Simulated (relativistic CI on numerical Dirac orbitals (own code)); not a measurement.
**How well does a small relativistic CI reproduce Te⁶⁺?**

Calculated at this level of theory: Dirac-Coulomb-Breit CI, orbitals from a KLI potential per configuration, QED by a radiative potential, unscaled Slater integrals (own radial code, finite nucleus).

Configuration list (outside the closed core [Ar] 3d10 4s2): 4p6 4d10, 4p6 4d9 5s, 4p6 4d9 4f, 4p6 4d9 5p, 4p6 4d9 5d, 4p6 4d9 6s, 4p6 4d9 6p, 4p6 4d9 5f, 4p6 4d9 6d, 4p5 4d10 4f, 4p6 4d9 5g, 4p6 4d9 6f. Double excitations out of closed p, d and f shells are left out; levels of such configurations are missing from the list, as are those of other unlisted configurations, and high levels can miss mixing partners.

| Configuration | Term (tabulated) | J | Measured (cm⁻¹) | Computed | Error | Purity (%) |
| --- | --- | --- | --- | --- | --- | --- |
| 4p6 4d10 | 1S | 0 | 0.0 | 0 | 0 | 100 |
| 4p6 4d9 5s | 3D | 3 | 309000.0 | 309798 | 798 | 100 |
| 4p6 4d9 5s | 3D | 2 | 312090.0 | 313143 | 1053 | 70 |
| 4p6 4d9 5s | 3D | 1 | 320370.0 | 321789 | 1419 | 100 |
| 4p6 4d9 5s | 1D | 2 | 323620.0 | 325815 | 2195 | 70 |
| 4p6 4d9 5p | 3P° | 2 | 409310.0 | 406700 | -2610 | 85 |
| 4p6 4d9 5p | 3F° | 3 | 412640.0 | 410830 | -1810 | 57 |
| 4p6 4d9 5p | 3P° | 1 | 422870.0 | 419552 | -3318 | 88 |
| 4p6 4d9 5p | 3F° | 4 | 422940.0 | 421227 | -1713 | 100 |
| 4p6 4d9 5p | 3D° | 3 | 429910.0 | 429675 | -235 | 69 |
| 4p6 4d9 5p | 3P° | 0 | 430050.0 | 427822 | -2228 | 100 |
| 4p6 4d9 5p | 1P° | 1 | 430410.0 | 431086 | 676 | 83 |
| 4p6 4d9 5p | 3D° | 1 | 438960.0 | 438917 | -43 | 72 |

Measured levels from Moore, Atomic Energy Levels, vol. III, NSRDS-NBS 35 (1971 reprint of NBS Circular 467, 1958); pairs were made by configuration, J and term (by order where the table uses no LS term), so strongly mixed levels may be paired wrongly. The analysis dates from before 1960.

Mean error by configuration (cm⁻¹): 4p6 4d9 5s 1366; 4p6 4d9 5p -1410. Over the excited levels the mean absolute error is 1508 cm⁻¹ (12 of the 14 excited levels that our extract of the source holds in range could be paired, and the others can miss by more), and the median relative error of those above 1,000 cm⁻¹ is 0.42 %.
